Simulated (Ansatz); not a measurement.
Reaction (substitution at a C–C bond): `CC(C)C` + `[F][Mg][SH]` → `C[S][Mg][F]` + `CCC`

Program: Ansatz. Geometries: PBE0-D4/def2-TZVP. ΔE: electronic, gas phase. CBS: MP2 limit from def2 TZ/QZ plus the TZ coupled-cluster correction, frozen cores. Functionals use def2-TZVPP. HSE06 is defined as in plane-wave codes. For Mg outer-core shells are correlated without core-valence functions, which leaves a few kJ/mol of doubt a bond. Each species was taken in one conformer, which may not be the lowest.

`CC(C)C`:

```xyz
14

C    -0.259    1.355   -0.445
C    -0.264   -0.156   -0.264
C    -0.722   -0.535    1.137
C     1.106   -0.745   -0.567
H     0.041    1.634   -1.459
H    -1.247    1.782   -0.256
H     0.445    1.824    0.250
H    -0.980   -0.580   -0.980
H    -0.036   -0.132    1.889
H    -0.755   -1.620    1.266
H    -1.718   -0.140    1.351
H     1.103   -1.834   -0.467
H     1.857   -0.351    0.126
H     1.430   -0.501   -1.582
```

`[F][Mg][SH]`:

Cartesian coordinates in Å:
```
F 0.091 2.014 1.463
Mg 0.252 0.614 0.426
S 0.492 -1.204 -0.923
H -0.835 -1.424 -0.966
```

`C[S][Mg][F]`:

```xyz
7

C     0.475    0.196   -1.084
S     0.103    1.263    0.353
Mg   -0.789   -0.176    1.873
F    -1.476   -1.284    3.043
H    -0.424   -0.260   -1.497
H     0.910    0.840   -1.848
H     1.201   -0.579   -0.840
```

`CCC`:

```xyz
11

C    -0.570    1.051   -0.472
C    -0.353   -0.104    0.492
C     0.831   -0.974    0.108
H    -0.752    0.686   -1.487
H     0.310    1.700   -0.510
H    -1.425    1.665   -0.180
H    -0.206    0.288    1.504
H    -1.259   -0.718    0.535
H     0.972   -1.798    0.811
H     1.757   -0.391    0.089
H     0.696   -1.405   -0.888
```

| level | ΔE (kJ/mol) | difference from CCSD(T)/CBS |
| --- | --- | --- |
| LDA (SPW92) | 42.8 | 3.7 |
| r2SCAN-D4 | 37.3 | -1.8 |
| HSE06-D4 | 34.8 | -4.3 |
| ωB97X-V | 37.7 | -1.4 |
| PBE-QIDH | 38.3 | -0.8 |
| r2SCAN | 36.5 | -2.6 |
| HSE06 | 33.0 | -6.1 |
| BHLYP | 34.4 | -4.7 |
| CAM-B3LYP | 35.8 | -3.3 |
| HF/def2-SVP | 39.9 | 0.8 |
| MP2/def2-SVP | 49.6 | 10.5 |
| CCSD/def2-SVP | 48.6 | 9.5 |
| MP2/def2-TZVPP | 41.7 | 2.6 |
| HF/CBS(def2) | 34.9 | -4.2 |
| MP2/CBS(def2) | 39.3 | 0.2 |
| CCSD/CBS(def2) | 39.2 | 0.1 |
| CCSD(T)/CBS | 39.1 | 0 |

Largest T1 diagnostic among the species: 0.011.

At CCSD(T), def2-SVP lies +9.9 kJ/mol from the extrapolated value and def2-TZVPP +2.4 kJ/mol. Leaving LDA and LC-ωPBE aside and taking each functional with its dispersion term where it has one, the values, not all of them listed here, spread over 9.2 kJ/mol, from BLYP-D4 to B97M-V. LDA lies +12.9 kJ/mol from PBE without D4.
